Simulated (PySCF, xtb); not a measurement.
C₂H₁₂OSi₃, SMILES O[Si@@H]([SiH3])CC[SiH3].

GFN2-xTB (xtb) at its own geometry gives an orbital gap of 4.41 eV and a dipole moment of 1.77 D.

The structure is a stationary point at PBE0-D3(BJ)/def2-SVP. The structure was generated by enumeration; whether it is a known compound was not checked. One conformer was computed; it need not be the lowest.

What does HF/def2-TZVP in PySCF give? (Estimate from the structure and the level; the computed values follow.)

gap 13.51 eV (levels -10.54 and 2.97 eV), dipole 1.96 D.
